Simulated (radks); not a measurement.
Species: Sr II. Configuration: [Kr] 5p1 (not the ground configuration). Method: Dirac Kohn-Sham, PBEsol, spin-unpolarised, spherical densities, point nucleus; open shells are shared between the two j in proportion to 2j + 1; computed with a radial shooting solver on a logarithmic mesh with Libxc functionals.

Spin-orbit splittings of the eigenvalues, e(l+1/2) - e(l-1/2), with zeta = 2 splitting/(2l+1) and mean radii in bohr:

shell  occ.  splitting (eV)  zeta (eV)  <r> j=l-1/2  <r> j=l+1/2
2p        6           68.33      45.56       0.1475       0.1517
3p        6           10.48      6.990       0.4916       0.5021
3d       10           1.831     0.7322       0.4962       0.4999
4p        6           1.181     0.7876        1.533        1.565
5p        1          0.1063    0.07088        4.801        4.871
